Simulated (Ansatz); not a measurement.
`C=N[CH2][GeH3]` + `OB(O)O` → `OB(O)[O][GeH3]` + `C=NC`  (ligand exchange at a Ge–C bond)

Computed with Ansatz on PBE0-D4/def2-TZVP structures; ΔE is electronic, products minus reactants. CCSD(T)/CBS adds triple-zeta CCSD(T) − MP2 to the extrapolated MP2 energy (def2 sets, frozen cores). This one scheme is used for every species. Functionals use def2-TZVPP. For Ge outer-core shells are correlated without core-valence functions, which leaves a few kJ/mol of doubt a bond. Scalar relativity is left out up to krypton. Each species was taken in one conformer, which may not be the lowest.

```csv
species,r2SCAN-D4 energy (Eh)
`C=N[CH2][GeH3]`,-2212.09740
`OB(O)O`,-252.48568
`OB(O)[O][GeH3]`,-2330.69209
`C=NC`,-133.90820
```

Problem. Work out ΔE.

Solution. ΔE = (-2330.69209) + (-133.90820) − (-2212.09740) − (-252.48568) = -0.01721 Eh = -45.2 kJ/mol. CCSD(T)/CBS gives -43.7 kJ/mol.

Largest T1 diagnostic among the species: 0.012.

In def2-TZVPP, CCSD(T) changes the Hartree–Fock value by +18.6 kJ/mol (the triples alone add +1.6 kJ/mol) and MP2 by +20.9 kJ/mol.
